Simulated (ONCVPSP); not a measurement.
molybdenum, ONCV: configuration errors across variants

molybdenum, optimised norm-conserving Vanderbilt (ONCV), made with ONCVPSP 4.0.1 (PBE, scalar-relativistic). Core [Ar] 3d10, reference 4s2 4p6 4d5 5s1. Waves: 4s+5s: rc 2.05 bohr, ncon 4, nbas 8, qcut 5.3 1/bohr, 3 projectors, debl 1.5 Ha; 4p: rc 1.65 bohr, ncon 4, nbas 7, qcut 8.6 1/bohr, 3 projectors, debl 3.4 Ha; 4d: rc 2.15 bohr, ncon 4, nbas 9, qcut 8 1/bohr, 2 projectors, debl 2.7 Ha. Local part: polynomial inside 1.05 bohr (lpopt 5, dvloc0 3 Ha). Core correction: none.

All-electron excitation energies from the reference (eV): (1) 4s2 4p6 4d5 5s0 6.890; (2) 4s2 4p6 4d4 5s0 22.352; (3) 4s2 4p6 4d3 5s0 49.096.

Errors AE − PS in meV (a dash: test not solved or not reliable):

```csv
change,(1),(2),(3),bound ghosts,GHOST(+) flags above zero
base,-2.4,-1.1,+5.3,none,"s, d"
d: rc 3.14,-1.6,+0.5,+53,none,s
s: rc 1.62,-1.8,-0.8,+4.4,none,"s, d"
s: qcut 5.7; p: qcut 9.2; d: qcut 8.6,-2.4,-1.3,+2.5,none,s
p: nproj 2,-2.4,-1.1,+5.3,none,"s, d"
s: qcut 3,-2.3,-1.4,+3.5,none,"s, d"
"local potential polynomial inside 1.40 bohr (lpopt 5, dvloc0 -1 Ha)",-2.4,-1.0,+5.4,none,none
```

Q: Give the same row for: d: rc 1.65, qcut 10.4.

A: -2.5, -1.3, +0.2; bound ghosts: none; GHOST(+) flags above zero: s.
